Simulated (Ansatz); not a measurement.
Reaction (homolysis of the N–Si bond): `O[SiH2]N[SiH3]` → `[NH][SiH2]O`• + `[SiH3]`•

Gas-phase electronic energies from Ansatz, PBE0-D4/def2-TZVP geometries. CCSD(T)/CBS is the MP2 limit (def2-TZVPP, def2-QZVPP) plus CCSD(T) − MP2 in def2-TZVPP, frozen cores. This one scheme is used for every species. Functionals use def2-TZVPP. B3LYP here is the variant with VWN-RPA as its local correlation; programs differ in this. No spin–orbit coupling; open shells (•) take unrestricted orbitals. One conformer a species, not always the lowest.

`O[SiH2]N[SiH3]`:

Cartesian coordinates in Å:
```
O 2.013 -0.238 -1.025
Si 0.402 -0.079 -1.319
N -0.503 0.548 0.002
Si -0.854 -0.234 1.503
H 2.506 0.551 -0.794
H -0.021 -1.461 -1.630
H 0.157 0.856 -2.451
H -0.835 1.496 -0.107
H -0.132 0.383 2.650
H -0.424 -1.647 1.362
H -2.309 -0.174 1.810
```

`[NH][SiH2]O`•:

Z-matrix (Å, degrees):
```
Si
O 1 1.637
N 1 1.741 2 110.5
H 1 1.493 2 112.1 3 116.9
H 1 1.484 2 105.4 3 -122.6
H 2 0.959 1 117.6 3 -45.9
H 3 1.022 1 114.4 2 -169.8
```

`[SiH3]`•:

Cartesian coordinates in Å:
```
Si -0.192 -0.205 -0.187
H 1.049 -0.944 0.164
H -0.968 0.153 1.028
H 0.111 0.997 -1.006
```

Task: What is ΔE at CCSD(T)/CBS? (An estimate is asked.)

Result: The calculation gave: +5.01 eV.

Task: What do these levels give: B3LYP-D4, ωB97X-V, r2SCAN, HF/def2-TZVPP, MP2/def2-TZVPP, HF/def2-QZVPP? (An estimate is asked.)

Result: Ansatz gave: B3LYP-D4 4.72, ωB97X-V 4.93, r2SCAN 4.57, HF/def2-TZVPP 3.68, MP2/def2-TZVPP 5.16, HF/def2-QZVPP 3.69 eV.

Largest T1 diagnostic among the species: 0.015.

The D4 term adds +0.15 eV with B3LYP and +0.08 eV with PBE0; it sums over pairs of atoms, weighted by their polarisabilities, and B3LYP, whose exchange is more repulsive, gets the larger term. From PBE to PBE0 (25 % exact exchange), in def2-TZVPP and without D4, ΔE moves by +0.06 eV.
